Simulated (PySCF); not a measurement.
Run record: geometry optimisation, `CNC1=CC=CC(F)=C1C`.

Method: PBE0-D3(BJ)/def2-SVP geometry optimisation, gas phase (PySCF 2.14.0). Start geometry: GFN2-xTB. A driver script takes a list of jobs; this job's settings line and coordinates (Å) are shown.

Command:
```bash
OMP_NUM_THREADS=1 python probes_run.py task.json out
```

Input:
```
{"job": {"xc": "PBE0", "basis": "def2-SVP", "d3": "d3bj", "grid": 1, "shake": 0.01, "kind": "geom"}, "charge": 0, "multiplicity": 1}
C      2.760780     0.277070    -0.366670
N      1.431320     0.760940     0.032170
C      0.309570    -0.053800     0.012160
C      0.473340    -1.437310    -0.091290
C     -0.681360    -2.254980    -0.049420
C     -1.941610    -1.693710     0.105900
C     -2.026820    -0.324730     0.212650
F     -3.259630     0.219350     0.349310
C     -0.946830     0.532050     0.197740
C     -1.121780     2.009680     0.322090
H      2.745100    -0.087690    -1.388970
H      3.447630     1.132630    -0.295040
H      3.050930    -0.475290     0.293200
H      1.231230     1.734140    -0.172480
H      1.405370    -1.903320    -0.210710
H     -0.567240    -3.304710    -0.113000
H     -2.825890    -2.293360     0.141150
H     -0.560210     2.395590     1.168280
H     -0.782920     2.520700    -0.586130
H     -2.191990     2.262170     0.469160
```

Task: What does the run print?

Result: 
```
step   0  E = -464.61392837  max force = 0.055846
step   1  E = -464.62251620  max force = 0.011163
step   2  E = -464.62208257  max force = 0.012870
step   3  E = -464.62291915  max force = 0.005642
step   4  E = -464.62301341  max force = 0.003300
step   5  E = -464.62303089  max force = 0.001682
step   6  E = -464.62308769  max force = 0.000574
step   7  E = -464.62309607  max force = 0.000589
step   8  E = -464.62310205  max force = 0.001147
step   9  E = -464.62311251  max force = 0.000397
optimisation converged
```

Energies in Eh; «max force» is the largest Cartesian gradient component in Eh/bohr.

Task: Give the first gradient maximum in eV/Å.

Result: With 1 Eh/bohr = 51.422 eV/Å, 2.872 eV/Å.

Task: How much energy does the optimisation release, in kJ/mol?

Result: E(step 0) − E(last step) = 0.009184 Eh, which is 24.1 kJ/mol.

In short: final energy -464.62311 Eh after 9 steps; dipole 3.00 D.

Task: Give the final coordinates.

Result: 0.053 Å rms from the input after alignment:
```
atom  x, y, z in Å
C1     3.3539    0.3068   -0.2379
N2     2.0474    0.8008    0.0804
C3     0.9320    0.0013    0.1282
C4     1.0182   -1.3979    0.0116
C5    -0.1284   -2.1828    0.0946
C6    -1.3805   -1.6084    0.2839
C7    -1.4458   -0.2230    0.3905
F8    -2.6483    0.3379    0.5734
C9    -0.3342    0.6094    0.3216
C10   -0.4631    2.0943    0.4609
H11    3.4154   -0.1632   -1.2391
H12    4.0709    1.1383   -0.2084
H13    3.6895   -0.4406    0.5006
H14    1.8835    1.7849   -0.0698
H15    1.9858   -1.8748   -0.1446
H16   -0.0409   -3.2682    0.0038
H17   -2.2951   -2.1982    0.3486
H18    0.1552    2.4720    1.2931
H19   -0.1401    2.6210   -0.4551
H20   -1.5035    2.3810    0.6536
```

Task: How long does this job take on an Arm Neoverse N1 with one thread, shared host with 64 logical CPUs at a one-minute load of 41? And the peak memory of the process?

Result: About 4.8 min, with 0.88 GiB resident at the peak, the Python interpreter and its libraries included.
Labels such as C1 count atoms from 1, the log's own numbers from 0.
